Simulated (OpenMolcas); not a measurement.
Computed levels of 5d7 in ions with 75 electrons, in cm-1 above 4F 9/2.

* Program: OpenMolcas
* Method: MS-CASPT2, IPEA 0.25 Eh, imaginary shift 0.1 Eh
* Basis: ANO-RCC-VQZP
* Scalar Hamiltonian: DKH2, point nucleus
* Spin-orbit coupling: state interaction with AMFI integrals over the reference wave functions, term energies averaged over their components

Active space for each ion: 7 electrons in 10 orbitals (5d 6d); closed shells correlated by CASPT2: 5s 5p.

| Level | Ir2+ | Au4+ |
| --- | --- | --- |
| 4F 7/2 | 7660 | 11920 |
| 4P 5/2 | 14090 | 20050 |
| 2G 9/2 | 16040 | 21620 |
| 4P 1/2 | 17090 | 23690 |
| 2G 7/2 | 21670 | 29640 |
| 2H 11/2 | 21690 | 28660 |
| 2D 5/2(1) | 24840 | 34870 |
| 2P 1/2 | 28280 | 39660 |
| 2F 5/2 | 29150 | 38070 |

**Question.** Estimate 4F 7/2, 4P 5/2, 2G 9/2 for Pt3+ from its neighbours Ir2+ and Au4+.

**Answer.** 4F 7/2 is fine structure, which grows about as the fourth power of a screened charge, so the fourth roots are averaged: ((7660^0.25 + 11920^0.25) / 2)^4 = 9614. The calculation gives 9700, so the estimate is off by -0.9 %.
4P 5/2 is another term, which grows about linearly with the charge: (14090 + 20050) / 2 = 17070. The calculation gives 16920, so the estimate is off by +0.9 %.
2G 9/2 is another term, which grows about linearly with the charge: (16040 + 21620) / 2 = 18830. The calculation gives 18670, so the estimate is off by +0.9 %.

Mixed levels, with the weight of the term that names them: Ir2+ 2G 9/2 (60 %), Ir2+ 4P 1/2 (72 %), Ir2+ 2D 5/2(1) (74 %), Ir2+ 2P 1/2 (72 %), Pt3+ 4P 5/2 (74 %), Pt3+ 2G 9/2 (57 %), Pt3+ 4P 1/2 (69 %), Pt3+ 2D 5/2(1) (70 %), Pt3+ 2P 1/2 (69 %), Au4+ 4P 5/2 (71 %), Au4+ 2G 9/2 (55 %), Au4+ 4P 1/2 (67 %), Au4+ 2D 5/2(1) (67 %), Au4+ 2P 1/2 (67 %).

CASPT2 breaks the degeneracy within a term, and the mean is taken; among the terms shown or strongly mixed into the levels shown the widest spread is 860 cm-1 (5d7 4F, Pt3+). Active for correlation alone: 6d; no level in the range computed is led by a configuration that fills it, so any true level of that kind is missing. The CASPT2 spread within a term exceeds the gap to the next term for 5d7 2H and 5d7 2D(1), so the order of their levels is uncertain (holds for Ir2+; Pt3+). Only configurations of the active space appear.

A number in round brackets counts repeated terms of one configuration in the order of the reference energies.
